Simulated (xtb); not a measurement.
TiCl2O, SMILES [Cl][Ti](=[O])[Cl], multiplicity 1. All values are semi-empirical tight-binding results from xtb (GFN2-xTB unless named), good for trends rather than for accurate numbers. Geometry optimised at GFN2-xTB. The spin state was assumed, not searched. The isomer is the one that the SMILES or the coordinates give; other isomers of the formula were not compared.

Optimised geometry:

```xyz
4

Ti     0.4152    -0.4846     0.0000
Cl    -0.1368     0.7224     1.6861
Cl    -0.1368     0.7224    -1.6861
O     -0.5603    -1.7375     0.0000
```

For metal compounds this method's bond lengths and energies can be far off.

Computed properties:
```
Property                                        Value
-------------------------------------  --------------
point group as xtb finds it                        Cs
orbital gap                                   2.61 eV
zero-point energy                        3.2 kcal/mol
G − E(el) at 298.15 K (modified RRHO)  -15.9 kcal/mol
```

Question: Give the atomic charges and the Wiberg bond orders between heavy atoms. (An estimate is asked for; the answer gives what the named calculation found.)

Answer: charges (e) Ti1 0.93, Cl2 -0.20, Cl3 -0.20, O4 -0.53. Bond orders Ti1–Cl2 1.20, Ti1–Cl3 1.20, Ti1–O4 2.19.
